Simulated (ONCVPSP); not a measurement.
**cobalt, ONCV: configuration errors across variants**

- Element: cobalt (Co)
- Generator: ONCVPSP 4.0.1
- Type: optimised norm-conserving Vanderbilt (ONCV)
- Functional: LDA (Perdew-Wang 92)
- Relativity: scalar-relativistic
- Frozen core: [Ne]
- Valence charge: 17
- Reference configuration: 3s2 3p6 3d7 4s2
- Partial waves: 3s+4s: rc 1.30 bohr, ncon 4, nbas 8, qcut 7.9 1/bohr, 2 projectors; 3p: rc 0.90 bohr, ncon 5, nbas 10, qcut 9.6 1/bohr, 2 projectors, debl 0.6 Ha; 3d: rc 1.35 bohr, ncon 4, nbas 8, qcut 13.6 1/bohr, 2 projectors, debl 2.2 Ha
- Local potential: polynomial inside 0.70 bohr (lpopt 5, dvloc0 0 Ha)
- Core correction: Teter function, fcfact 2.5, rcfact 1.55

In the p channel the program set the typed energies aside and used -2.408, 0.250 Ha.

All-electron excitation energies from the reference (eV): (1) 3s2 3p6 3d7 4s1 9.289; (2) 3s2 3p6 3d7 4s0 26.367; (3) 3s2 3p6 3d6 4s0 62.560; (4) 3s2 3p6 3d6 4s2 4p1 9.782.

1 further variants failed, have other tests or another functional or relativity, and are left out.

Errors AE − PS in meV (a dash: test not solved or not reliable):

| change | (1) | (2) | (3) | (4) | bound ghosts | GHOST(+) flags above zero |
| --- | --- | --- | --- | --- | --- | --- |
| base | -0.1 | +1.4 | +0.5 | +22 | none | s |
| local potential polynomial inside 0.80 bohr (lpopt 2, dvloc0 0 Ha) | -0.1 | +1.4 | +0.5 | +22 | none | none |
| local potential polynomial inside 0.70 bohr (lpopt 5, dvloc0 10 Ha) | -0.1 | +1.4 | +0.5 | +22 | none | none |
| d: qcut 14.2 | -0.1 | +1.2 | -0.5 | +20 | none | s |
| core correction Teter function, fcfact 2.5, rcfact 1.54 | -0.1 | +1.4 | +0.5 | +22 | none | s |
| core correction none | +0.1 | +2.4 | +0.9 | +23 | none | s |
| d: ncon 5, nbas 9 | -0.1 | +1.0 | -1.6 | +18 | none | s |

(1) Give the same row for: s: rc 0.92.

## Answers

(1) +0.1, +2.5, +3.1, +22; bound ghosts: none; GHOST(+) flags above zero: s.
